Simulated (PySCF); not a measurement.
C₃H₆Cl₂Si, SMILES Cl[SiH](Cl)/C=C/C. The structure is a stationary point at PBE-D3(BJ)/def2-SVP. The structure was generated by enumeration; whether it is a known compound was not checked. One conformer was computed; it need not be the lowest.

Computed equilibrium geometry at PBE-D3(BJ)/def2-SVP (PySCF confirms it by a frequency run) as Cartesian coordinates in Å, and its point group (one conformer of several):
point group Cs.
```xyz
12

C     -3.7327     0.2024     0.0000
C     -2.3383    -0.3405     0.0000
C     -1.2000     0.3913     0.0000
Si     0.4627    -0.4201     0.0000
Cl     1.5493     0.1539    -1.6790
Cl     1.5493     0.1539     1.6790
H     -4.2958    -0.1596     0.8873
H     -3.7493     1.3096     0.0000
H     -4.2958    -0.1596    -0.8873
H     -2.2591    -1.4458     0.0000
H     -1.2654     1.4952     0.0000
H      0.3386    -1.9114     0.0000
```
Charge 0, spin multiplicity 1.
